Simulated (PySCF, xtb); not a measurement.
(2S)-1-bromo-2-fluoropropane (C3H6BrF), SMILES C[C@H](F)CBr.

GFN2-xTB run with xtb at its own geometry gives an orbital gap of 5.17 eV and a dipole moment of 1.69 D.

The structure is a stationary point at B3LYP-D3(BJ)/def2-SVP. One conformer was computed; it need not be the lowest.

**Question.** What does B3LYP/def2-TZVP (PySCF) give? (An estimate is asked for; the answer gives what the named calculation found.)

**Answer.** gap 7.34 eV (levels -7.91 and -0.57 eV), dipole 0.53 D.
